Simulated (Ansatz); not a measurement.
TiO₄H₄. The state is a singlet with charge 0. Geometry PBE-D4/def2-SVP, basis def2-TZVP, Ansatz.

Cartesian coordinates in Å:
```
Ti -0.057 -0.351 0.649
O -1.011 0.576 -1.062
O 1.012 1.107 0.841
O 0.811 -1.922 0.783
O 0.162 -1.764 -0.510
H -0.889 0.039 -1.870
H -0.538 1.418 -1.217
H -1.461 -0.332 1.659
H 1.970 1.231 0.728
```

```
run  HOMO (eV)  LUMO (eV)
  A      -5.88      -2.64
  B      -8.64      -0.66
  C      -5.61      -2.70
  D      -6.02      -2.70
  E      -7.12      -1.74
```

The structure holds one bond between oxygen atoms, so isomers without such links may lie far lower. Another isomer (singlet) lies 0.39 eV lower at PBE0-D4/def2-TZVP; other spin states weren't run for this one.

**Question.** The runs used B97M-V, CAM-B3LYP, PBE, PBE0, r2SCAN. Estimate which is which.

**Answer.** A r2SCAN (0 % exact exchange); B CAM-B3LYP (range-separated); C PBE (0 % exact exchange); D B97M-V (0 % exact exchange); E PBE0 (25 % exact exchange). Exact exchange lowers occupied and raises empty levels; among semilocal functionals meta-GGAs tend to open the gap a little, and such runs are hard to tell apart. The gap grows from 2.91 eV (PBE) to 7.98 eV (CAM-B3LYP).
